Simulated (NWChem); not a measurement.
# CHCl2F; SMILES FC(Cl)Cl

```xyz
5

F      1.5952    -0.1809     0.0000
C      0.3872     0.4094     0.0000
Cl    -0.4994    -0.0603    -1.4819
Cl    -0.4994    -0.0603     1.4819
H      0.4963     1.4924     0.0000
```
Atoms are numbered in this order, from 1.

Level: B3LYP/6-31G* (spherical d) (NWChem), optimised geometry, unscaled harmonic frequencies. 

```
frequency (cm⁻¹)  IR intensity (km/mol)
----------------  ---------------------
274                                 0.2
361                                 0.1
450                                 2.5
727                                49.1
766                               277.0
1137                              190.3
1284                               71.4
1355                               26.3
3175                                8.7
```

```yaml
zero_point_energy: 13.6 kcal/mol
thermal correction to the enthalpy at 298.15 K (with zero-point energy): 16.8 kcal/mol
heat capacity Cv: 12.6 cal/(mol K)
entropy at 298.15 K and 1 atm (symmetry number 1): 70.1 cal/(mol K)
dipole_moment: 1.39 D
```

Rigid rotor and harmonic oscillator.
